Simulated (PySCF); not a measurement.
Point groups of optimised structures. Method: PBE0/pcSseg-1 in PySCF (dipole) on a GFN2-xTB geometry, gas phase. The symmetry is that of the one conformer found, every atom within 0.08 Å of its image; none is proved a minimum here.

Question: `[O:1]=[CH:2][c:3]1[cH:4][cH:5][o:6][cH:7]1` with O1–C2–C3–C4 180°: symmetry, top, dipole?

Answer: Cs; asymmetric top; symmetry number 1; 2 operations, which sort the 11 atoms into 11 sets; dipole 3.17 D, in the ab plane, which is the mirror.

Question: `N` (NH3): symmetry, top, dipole?

Answer: C3v; oblate symmetric top; symmetry number 3; 6 operations, which sort the 4 atoms into 2 sets; dipole 1.74 D, along the axis.

Question: `[CH3:1][CH2:2][C:3](=[O:4])[CH2:5][CH3:6]` with C1–C2–C3–O4 12°, C2–C3–C5–C6 -167° (diethyl ketone): symmetry, top, dipole?

Answer: C2; near-prolate asymmetric top; symmetry number 2; 2 operations, which sort the 16 atoms into 9 sets; this conformer is chiral (no improper operation); dipole 2.71 D, along b, the twofold axis; A, B, C = 8813, 1989, 1698 MHz.
